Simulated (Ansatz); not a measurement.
C₂H₆Cl₂Si, charge +1, doublet, geometry from GFN2-xTB (a state made from the parent by changing its charge; the spin is typed, not shown lowest); MP2/STO-3G run with Ansatz (a program for electronic structure).

Here is a job for Ansatz.
Ansatz 0.2 input:
```yaml
crystal:
  periodic: [false, false, false]
  atoms:
    - {symbol: C, position_ang: [1.28326055, -1.61852252, -0.18269265]}
    - {symbol: Si, position_ang: [-0.01244605, -0.16470319, 0.02878020]}
    - {symbol: C, position_ang: [-1.50051811, -1.25652796, 0.68507829]}
    - {symbol: Cl, position_ang: [0.59275738, 1.10582814, 1.44024366]}
    - {symbol: Cl, position_ang: [-0.46164787, 0.62919309, -1.74342086]}
    - {symbol: H, position_ang: [0.91558411, -2.34745596, -0.89758167]}
    - {symbol: H, position_ang: [2.20061141, -1.16991748, -0.55367409]}
    - {symbol: H, position_ang: [1.46895957, -2.09730723, 0.77327666]}
    - {symbol: H, position_ang: [-2.33287650, -0.58039578, 0.85952341]}
    - {symbol: H, position_ang: [-1.77836292, -1.99714285, -0.05781342]}
    - {symbol: H, position_ang: [-1.22498746, -1.74699412, 1.61304491]}
basis:
  gaussian:
    orbitals: STO-3G
total_charge: 1
magnetization: {spin_polarized: true, initial_magnetization: 1}
correlation: {method: mp2}
```

Output, abridged:

```
Functional definition: HF
514 factors; integrals over basis functions are off by at most 3.7e-5 eV
mean field evaluation 1: about -34633.4993 eV, gradient 1.8e1 eV
mean field evaluation 2: about -34633.5931 eV, gradient 1.8e1 eV
mean field evaluation 4: about -34636.7210 eV, gradient 1.3e0 eV
mean field evaluation 8: about -34636.7564 eV, gradient 2.4e-4 eV
mean field evaluation 16: about -34636.7307 eV, gradient 6.9e-1 eV
mean field -34636.75522666 eV, -1272.8772769439 hartree, gradient 8.2e-7 eV, S^2 0.784593; 2 other end points of the search recorded, 0 dependent functions left out
17 core orbitals not correlated
reference -34636.75522666 eV, -1272.8772769439 hartree; 16, 15 occupied and 10, 11 virtual orbitals, 514 factors
second order -4.24386326 eV of doubles, -0.00000000 eV of singles
Total energy: -34640.99908992 eV, -1273.0332360422 hartree
```
